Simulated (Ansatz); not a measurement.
Frontier orbitals of CH₄BFGe, SMILES `F[B]1[CH2][GeH2]1`.

Total charge 0; spin multiplicity 1. Correlated methods include outer-core shells of Ge, which these sets cover unevenly. Scalar relativity is left out up to krypton. Geometry: relaxed with PBE0-D4/def2-TZVP. Basis def2-TZVPP, the Gaussian-basis code of Ansatz.

Orbital energies of one run (eV). Highest occupied ones, from the top: -5.85, -6.83, -8.41, -10.22, -10.86, -11.08, -11.39, -13.28, -13.59, -17.76, -29.61, -29.65, -29.73, -29.74. Empty: -2.12, -1.11, -0.21, 0.76, 1.06, 1.92.

(1) Which functional gave them?
A. LC-ωPBE
B. r2SCAN0
C. HSE06 (plane-wave form)
D. PBE

## Answers

(1) D. HOMO energies: PBE -5.85, r2SCAN0 -7.01, LC-ωPBE -9.35, HSE06 -6.48 eV.

LC-ωPBE has ω = 0.4 bohr⁻¹.
